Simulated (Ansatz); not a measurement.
Consider the substitution at a C–Ge bond: `[GeH3][CH2][GeH3]` + H₂S → `S[CH2][GeH3]` + GeH₄.

Computed with Ansatz on PBE0-D4/def2-TZVP structures; ΔE is electronic, products minus reactants. CCSD(T)/CBS adds triple-zeta CCSD(T) − MP2 to the extrapolated MP2 energy (def2 sets, frozen cores). This one scheme is used for every species. Functionals use def2-TZVPP. B3LYP here is the variant with VWN-RPA as its local correlation; programs differ in this. For Ge outer-core shells are correlated without core-valence functions, which leaves a few kJ/mol of doubt a bond. Scalar relativity is left out up to krypton. Each species was taken in one conformer, which may not be the lowest.

`[GeH3][CH2][GeH3]`:

Cartesian coordinates in Å:
```
Ge 0.920 1.068 0.871
C -0.064 0.431 -0.694
Ge -0.881 -1.329 -0.450
H 1.532 2.454 0.600
H 2.052 0.083 1.213
H -0.027 1.170 2.079
H 0.618 0.388 -1.546
H -0.848 1.153 -0.935
H -1.874 -1.287 0.725
H 0.207 -2.372 -0.140
H -1.634 -1.759 -1.722
```

H₂S:

Z-matrix (Å, degrees):
```
S
H 1 1.341
H 1 1.341 2 92.3
```

`S[CH2][GeH3]`:

Z-matrix (Å, degrees):
```
C
Ge 1 1.962
S 1 1.808 2 112.6
H 1 1.091 2 111.2 3 -125.2
H 1 1.092 2 108.8 3 116.5
H 2 1.541 1 110.6 3 176.5
H 2 1.539 1 108.3 3 56.9
H 2 1.535 1 109.4 3 -62.4
H 3 1.343 1 97.4 2 -52.6
```

GeH₄:

Z-matrix (Å, degrees):
```
Ge
H 1 1.534
H 1 1.534 2 109.5
H 1 1.534 2 109.5 3 -120.0
H 1 1.534 2 109.5 3 120.0
```

```json
{"level": "r2SCAN-D4", "ΔE (kJ/mol)": "43.8", "difference from CCSD(T)/CBS": "-6.0"}
{"level": "B3LYP-D4", "ΔE (kJ/mol)": "42.1", "difference from CCSD(T)/CBS": "-7.7"}
{"level": "PBE-QIDH", "ΔE (kJ/mol)": "47.8", "difference from CCSD(T)/CBS": "-2.0"}
{"level": "BLYP", "ΔE (kJ/mol)": "38.4", "difference from CCSD(T)/CBS": "-11.4"}
{"level": "r2SCAN0", "ΔE (kJ/mol)": "45.0", "difference from CCSD(T)/CBS": "-4.8"}
{"level": "CAM-B3LYP", "ΔE (kJ/mol)": "42.1", "difference from CCSD(T)/CBS": "-7.7"}
{"level": "MP2/def2-SVP", "ΔE (kJ/mol)": "48.3", "difference from CCSD(T)/CBS": "-1.5"}
{"level": "SCS-MP2/def2-TZVPP", "ΔE (kJ/mol)": "50.5", "difference from CCSD(T)/CBS": "0.7"}
{"level": "CCSD/def2-TZVPP", "ΔE (kJ/mol)": "52.3", "difference from CCSD(T)/CBS": "2.5"}
{"level": "SCS-MP2/def2-QZVPP", "ΔE (kJ/mol)": "49.0", "difference from CCSD(T)/CBS": "-0.8"}
{"level": "CCSD(T)/CBS", "ΔE (kJ/mol)": "49.8", "difference from CCSD(T)/CBS": "0"}
```

Largest T1 diagnostic among the species: 0.012.

Leaving LDA and LC-ωPBE aside and taking each functional with its dispersion term where it has one, the values, not all of them listed here, spread over 9.6 kJ/mol, from revPBE-D4 to PBE-QIDH. At CCSD(T), def2-SVP lies −4.1 kJ/mol from the extrapolated value and def2-TZVPP +2.0 kJ/mol. From PBE to PBE0 (25 % exact exchange), in def2-TZVPP and without D4, ΔE moves by +3.1 kJ/mol.

CCSD(T)/CBS has its own doubt, a few kJ/mol and more with outer-core shells, so smaller differences from it don't rank the levels.
